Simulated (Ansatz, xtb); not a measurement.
**Ranking isomers of C4H7NS2**

4 gas-phase structures of C4H7NS2, from a drawn sample of its isomers (lower ones may exist). Each was relaxed with GFN2-xTB; where two conformers were screened, the lower at r2SCAN-D4/def2-SVP is listed:

A. `CCSSCC#N`, a singlet
B. `[H]/N=C\[C@@H]1CSCS1`, a singlet
C. `CS[C@H](C#N)CS`, a singlet
D. `[H]/N=C1\CSC[C@@H]1S`, a singlet

**Question.** Make a reasoned guess at their ranking by r2SCAN-D4/def2-SVP single-point energy.

**Answer.** Calculated order at r2SCAN-D4/def2-SVP: D (0.0), A (3.3), B (6.7), C (9.2) kcal/mol. CCSD(T)/def2-SVP + ΔMP2/def2-TZVPP after further relaxation puts A lowest instead.

Energies above the lowest of each column, in kcal/mol; the last columns are at PBE-D3(BJ)/def2-SVP geometries and were run for some of them only (a dash: not run or not comparable):

```json
{"structure": "D", "GFN2-xTB": "0.0", "HF/STO-3G": "6.0", "r2SCAN-D4/def2-SVP": "0.0", "PBE-D3(BJ)/def2-SVP": "0.0", "CCSD(T)/def2-SVP + ΔMP2/def2-TZVPP": "3.8"}
{"structure": "A", "GFN2-xTB": "1.0", "HF/STO-3G": "0.0", "r2SCAN-D4/def2-SVP": "3.3", "PBE-D3(BJ)/def2-SVP": "2.7", "CCSD(T)/def2-SVP + ΔMP2/def2-TZVPP": "0.0"}
{"structure": "B", "GFN2-xTB": "11.5", "HF/STO-3G": "5.7", "r2SCAN-D4/def2-SVP": "6.7", "PBE-D3(BJ)/def2-SVP": "–", "CCSD(T)/def2-SVP + ΔMP2/def2-TZVPP": "–"}
{"structure": "C", "GFN2-xTB": "19.0", "HF/STO-3G": "6.8", "r2SCAN-D4/def2-SVP": "9.2", "PBE-D3(BJ)/def2-SVP": "10.2", "CCSD(T)/def2-SVP + ΔMP2/def2-TZVPP": "5.8"}
```

CCSD(T)/def2-SVP + ΔMP2/def2-TZVPP puts A lowest of those it was run on; GFN2-xTB picks D, r2SCAN-D4/def2-SVP picks D, PBE-D3(BJ)/def2-SVP picks D. CCSD(T)/def2-SVP + ΔMP2/def2-TZVPP orders those it was run on as A (0.0), D (3.8), C (5.8) kcal/mol. Flexible structures stand in one conformer each, not always the lowest. Frequencies (GFN2-xTB) were run for A, C, D alone. The ΔMP2 step shifts differences by up to 3.4 kcal/mol, which makes them less sure. ΔMP2 is the change of the MP2 energy from the smaller to the larger basis.

Over these structures GFN2-xTB departs from r2SCAN-D4/def2-SVP by 4.2 kcal/mol on average once a common shift is removed. A GFN2-xTB relaxation took about 0.091 s and the r2SCAN-D4/def2-SVP energy about 1.9 s on a shared host (Ansatz 0.2.0, xtb 6.7.1).
